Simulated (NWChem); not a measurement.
System: InH$_{2}$S$_{2}$Cl; SMILES [SH][In]([SH])[Cl]

```xyz
6

In     0.0000     0.0000    -0.0067
Cl     0.0000     0.0000     2.3335
S     -2.1357     0.0000    -1.0841
H     -1.5956     0.0000    -2.3240
S      2.1357     0.0000    -1.0841
H      1.5956     0.0000    -2.3240
```
Atoms are numbered in this order, from 1.

All runs: NWChem. Medium grid unless said otherwise, to which SCAN and Minnesota functionals are sensitive. The geometry was optimised at PBE0/def2-SVP. def2 effective core potentials on In; no spin-orbit coupling. B3LYP is NWChem's, with the RPA form of VWN correlation. Total energies of different functionals are on different scales.

```
level                                 energy (Ha)  highest occupied level (eV)  orbital gap (eV)  dipole (D)
------------------------------------  -----------  ---------------------------  ----------------  ----------
B3LYP/def2-SVP                         -1447.7531                        -7.39              5.09        2.96
PBE/def2-SVP                           -1447.1068                        -6.46              3.54        2.96
MPW1K/def2-SVP                         -1447.7767                        -8.69              7.15        3.16
HCTH/407/def2-SVP                      -1448.3713                        -6.62              3.57        3.01
M06/def2-SVP                           -1447.6674                        -7.59              5.38        3.03
BHandHLYP/def2-SVP                     -1447.5578                        -8.77              7.62        3.06
LDA (Slater exchange, PW92)/def2-SVP   -1443.0744                        -6.54              3.39        3.06
```
